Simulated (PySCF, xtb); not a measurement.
Dissociation curve of AgCl, singlet.

Levels: UKS-B3LYP/LANL2DZ = unrestricted B3LYP/LANL2DZ, with its core potentials past Ne (PySCF); GFN1-xTB (xtb); UHF/LANL2DZ = unrestricted Hartree-Fock/LANL2DZ, with its core potentials past Ne run with PySCF; UCCSD(T) = CCSD(T) on UHF/def2-TZVP, 5 core orbitals frozen, def2 effective core potentials past Kr (PySCF).

Energies relative to the lowest point of each curve near equilibrium, in mEh; the last columns give the difference from UCCSD(T):

```json
[
 {"R / Å": "1.73", "UKS-B3LYP/LANL2DZ": "232.7", "GFN1-xTB": "196.0", "UHF/LANL2DZ": "260.1", "UCCSD(T)": "160.4", "UKS-B3LYP/LANL2DZ − UCCSD(T)": "72.3", "GFN1-xTB − UCCSD(T)": "35.6", "UHF/LANL2DZ − UCCSD(T)": "99.7"},
 {"R / Å": "1.82", "UKS-B3LYP/LANL2DZ": "146.8", "GFN1-xTB": "106.6", "UHF/LANL2DZ": "168.5", "UCCSD(T)": "95.9", "UKS-B3LYP/LANL2DZ − UCCSD(T)": "50.9", "GFN1-xTB − UCCSD(T)": "10.7", "UHF/LANL2DZ − UCCSD(T)": "72.5"},
 {"R / Å": "1.94", "UKS-B3LYP/LANL2DZ": "73.8", "GFN1-xTB": "43.5", "UHF/LANL2DZ": "88.9", "UCCSD(T)": "43.1", "UKS-B3LYP/LANL2DZ − UCCSD(T)": "30.8", "GFN1-xTB − UCCSD(T)": "0.4", "UHF/LANL2DZ − UCCSD(T)": "45.8"},
 {"R / Å": "2.04", "UKS-B3LYP/LANL2DZ": "37.6", "GFN1-xTB": "17.7", "UHF/LANL2DZ": "48.1", "UCCSD(T)": "18.5", "UKS-B3LYP/LANL2DZ − UCCSD(T)": "19.0", "GFN1-xTB − UCCSD(T)": "-0.8", "UHF/LANL2DZ − UCCSD(T)": "29.6"},
 {"R / Å": "2.15", "UKS-B3LYP/LANL2DZ": "14.6", "GFN1-xTB": "4.4", "UHF/LANL2DZ": "21.1", "UCCSD(T)": "4.8", "UKS-B3LYP/LANL2DZ − UCCSD(T)": "9.8", "GFN1-xTB − UCCSD(T)": "-0.4", "UHF/LANL2DZ − UCCSD(T)": "16.3"},
 {"R / Å": "2.21", "UKS-B3LYP/LANL2DZ": "7.3", "GFN1-xTB": "1.3", "UHF/LANL2DZ": "12.0", "UCCSD(T)": "1.4", "UKS-B3LYP/LANL2DZ − UCCSD(T)": "5.9", "GFN1-xTB − UCCSD(T)": "-0.1", "UHF/LANL2DZ − UCCSD(T)": "10.6"},
 {"R / Å": "2.29", "UKS-B3LYP/LANL2DZ": "1.8", "GFN1-xTB": "0.0", "UHF/LANL2DZ": "4.5", "UCCSD(T)": "0.0", "UKS-B3LYP/LANL2DZ − UCCSD(T)": "1.8", "GFN1-xTB − UCCSD(T)": "0.0", "UHF/LANL2DZ − UCCSD(T)": "4.5"},
 {"R / Å": "2.35", "UKS-B3LYP/LANL2DZ": "0.0", "GFN1-xTB": "0.7", "UHF/LANL2DZ": "1.4", "UCCSD(T)": "0.7", "UKS-B3LYP/LANL2DZ − UCCSD(T)": "-0.7", "GFN1-xTB − UCCSD(T)": "0.0", "UHF/LANL2DZ − UCCSD(T)": "0.7"},
 {"R / Å": "2.43", "UKS-B3LYP/LANL2DZ": "0.0", "GFN1-xTB": "3.1", "UHF/LANL2DZ": "0.0", "UCCSD(T)": "3.3", "UKS-B3LYP/LANL2DZ − UCCSD(T)": "-3.3", "GFN1-xTB − UCCSD(T)": "-0.2", "UHF/LANL2DZ − UCCSD(T)": "-3.3"},
 {"R / Å": "2.53", "UKS-B3LYP/LANL2DZ": "2.6", "GFN1-xTB": "8.1", "UHF/LANL2DZ": "1.3", "UCCSD(T)": "8.4", "UKS-B3LYP/LANL2DZ − UCCSD(T)": "-5.8", "GFN1-xTB − UCCSD(T)": "-0.3", "UHF/LANL2DZ − UCCSD(T)": "-7.1"},
 {"R / Å": "2.66", "UKS-B3LYP/LANL2DZ": "8.8", "GFN1-xTB": "16.5", "UHF/LANL2DZ": "6.3", "UCCSD(T)": "16.9", "UKS-B3LYP/LANL2DZ − UCCSD(T)": "-8.1", "GFN1-xTB − UCCSD(T)": "-0.3", "UHF/LANL2DZ − UCCSD(T)": "-10.6"},
 {"R / Å": "2.83", "UKS-B3LYP/LANL2DZ": "19.1", "GFN1-xTB": "29.6", "UHF/LANL2DZ": "15.8", "UCCSD(T)": "29.3", "UKS-B3LYP/LANL2DZ − UCCSD(T)": "-10.2", "GFN1-xTB − UCCSD(T)": "0.4", "UHF/LANL2DZ − UCCSD(T)": "-13.4"},
 {"R / Å": "3.09", "UKS-B3LYP/LANL2DZ": "35.8", "GFN1-xTB": "50.7", "UHF/LANL2DZ": "32.9", "UCCSD(T)": "48.6", "UKS-B3LYP/LANL2DZ − UCCSD(T)": "-12.8", "GFN1-xTB − UCCSD(T)": "2.1", "UHF/LANL2DZ − UCCSD(T)": "-15.7"},
 {"R / Å": "3.42", "UKS-B3LYP/LANL2DZ": "54.4", "GFN1-xTB": "74.2", "UHF/LANL2DZ": "54.2", "UCCSD(T)": "70.8", "UKS-B3LYP/LANL2DZ − UCCSD(T)": "-16.4", "GFN1-xTB − UCCSD(T)": "3.4", "UHF/LANL2DZ − UCCSD(T)": "-16.6"},
 {"R / Å": "3.78", "UKS-B3LYP/LANL2DZ": "67.7", "GFN1-xTB": "92.2", "UHF/LANL2DZ": "69.7", "UCCSD(T)": "93.8", "UKS-B3LYP/LANL2DZ − UCCSD(T)": "-26.1", "GFN1-xTB − UCCSD(T)": "-1.6", "UHF/LANL2DZ − UCCSD(T)": "-24.1"},
 {"R / Å": "4.11", "UKS-B3LYP/LANL2DZ": "75.6", "GFN1-xTB": "—", "UHF/LANL2DZ": "73.6", "UCCSD(T)": "105.5", "UKS-B3LYP/LANL2DZ − UCCSD(T)": "-30.0", "GFN1-xTB − UCCSD(T)": "—", "UHF/LANL2DZ − UCCSD(T)": "-31.9"},
 {"R / Å": "4.57", "UKS-B3LYP/LANL2DZ": "82.4", "GFN1-xTB": "—", "UHF/LANL2DZ": "75.5", "UCCSD(T)": "111.6", "UKS-B3LYP/LANL2DZ − UCCSD(T)": "-29.2", "GFN1-xTB − UCCSD(T)": "—", "UHF/LANL2DZ − UCCSD(T)": "-36.0"},
 {"R / Å": "5.05", "UKS-B3LYP/LANL2DZ": "86.7", "GFN1-xTB": "—", "UHF/LANL2DZ": "76.1", "UCCSD(T)": "113.1", "UKS-B3LYP/LANL2DZ − UCCSD(T)": "-26.4", "GFN1-xTB − UCCSD(T)": "—", "UHF/LANL2DZ − UCCSD(T)": "-36.9"},
 {"R / Å": "5.55", "UKS-B3LYP/LANL2DZ": "89.3", "GFN1-xTB": "—", "UHF/LANL2DZ": "76.3", "UCCSD(T)": "113.5", "UKS-B3LYP/LANL2DZ − UCCSD(T)": "-24.2", "GFN1-xTB − UCCSD(T)": "—", "UHF/LANL2DZ − UCCSD(T)": "-37.2"},
 {"R / Å": "6.20", "UKS-B3LYP/LANL2DZ": "91.2", "GFN1-xTB": "—", "UHF/LANL2DZ": "76.4", "UCCSD(T)": "113.6", "UKS-B3LYP/LANL2DZ − UCCSD(T)": "-22.4", "GFN1-xTB − UCCSD(T)": "—", "UHF/LANL2DZ − UCCSD(T)": "-37.3"},
 {"R / Å": "6.82", "UKS-B3LYP/LANL2DZ": "92.4", "GFN1-xTB": "—", "UHF/LANL2DZ": "76.4", "UCCSD(T)": "113.7", "UKS-B3LYP/LANL2DZ − UCCSD(T)": "-21.3", "GFN1-xTB − UCCSD(T)": "—", "UHF/LANL2DZ − UCCSD(T)": "-37.3"},
 {"R / Å": "8.05", "UKS-B3LYP/LANL2DZ": "93.5", "GFN1-xTB": "—", "UHF/LANL2DZ": "76.5", "UCCSD(T)": "113.7", "UKS-B3LYP/LANL2DZ − UCCSD(T)": "-20.2", "GFN1-xTB − UCCSD(T)": "—", "UHF/LANL2DZ − UCCSD(T)": "-37.2"},
 {"R / Å": "9.20", "UKS-B3LYP/LANL2DZ": "94.1", "GFN1-xTB": "—", "UHF/LANL2DZ": "76.5", "UCCSD(T)": "113.7", "UKS-B3LYP/LANL2DZ − UCCSD(T)": "-19.7", "GFN1-xTB − UCCSD(T)": "—", "UHF/LANL2DZ − UCCSD(T)": "-37.2"}
]
```

UKS-B3LYP/LANL2DZ is furthest from UCCSD(T) at 1.73 (72.3 mEh, above); its mean absolute difference over the points is 20.3 mEh.

GFN1-xTB is furthest from UCCSD(T) at 1.73 (35.6 mEh, above); its mean absolute difference over the points is 3.8 mEh.

UHF/LANL2DZ is furthest from UCCSD(T) at 1.73 (99.7 mEh, above); its mean absolute difference over the points is 28.8 mEh.

A dash means that the run gave no value there, or that the column was ended at a point which the program doubted or which failed a test of continuity chosen for this set; such a test can also cut sound points.

The unrestricted determinant behind UKS-B3LYP/LANL2DZ is spin-contaminated at 3.42 to 9.20 Å (<S²> up to 0.8, against 0.00 for a pure singlet). The unrestricted determinant behind UHF/LANL2DZ, UCCSD(T) is spin-contaminated at 3.78 to 9.20 Å (<S²> up to 1.0, against 0.00 for a pure singlet).
